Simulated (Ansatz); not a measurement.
Gas-phase electronic energies from Ansatz, PBE0-D4/def2-TZVP geometries. CCSD(T)/CBS is the MP2 limit (def2-TZVPP, def2-QZVPP) plus CCSD(T) − MP2 in def2-TZVPP, frozen cores. This one scheme is used for every species. Functionals use def2-TZVPP. One conformer a species, not always the lowest.

Consider the ligand exchange at the Si–S bond: `BCS[SiH2]F` + `CO[SiH2]N` → `CO[SiH2]N[SiH2]F` + `BCS`.

| level | ΔE (eV) |
| --- | --- |
| B2PLYP | -0.09 |
| PBE0 | -0.02 |
| CCSD/def2-TZVPP | -0.15 |
| MP2/CBS(def2) | -0.05 |

Task: What does CCSD(T)/CBS give? (Estimate.)

Result: Ansatz gave: -0.09 eV. The listed levels differ from it by 0.00, 0.07, -0.06, 0.04 eV.

Largest T1 diagnostic among the species: 0.011.

From PBE to PBE0 (25 % exact exchange), in def2-TZVPP and without D4, ΔE moves by −0.04 eV. In def2-TZVPP, CCSD(T) changes the Hartree–Fock value by +0.06 eV (the triples alone add +0.02 eV) and MP2 by +0.10 eV.
